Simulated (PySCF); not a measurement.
A structure optimised at r2SCAN-D4/def2-SVP, used in a PySCF frequency run:

```
Al
H 1 1.5993
C 1 1.9583 2 118.87
H 3 1.1024 1 114.01 2 179.93
H 3 1.1052 4 107.42 1 123.55
H 3 1.1053 4 107.41 5 112.93
C 1 1.9675 2 119.98 3 -179.95
H 7 1.1097 1 107.16 2 -125.30
H 7 1.1098 8 103.15 1 112.82
C 7 1.5333 8 110.24 9 117.68
H 10 1.1027 7 111.75 8 -177.08
H 10 1.1028 11 106.42 7 122.24
H 10 1.1038 11 106.99 12 114.11
```

Write its SMILES and formula.

C[CH2][AlH][CH3], C3H9Al

What are its rotational constants (standard atomic weights)?

17.806, 2.3862, 2.1890 GHz
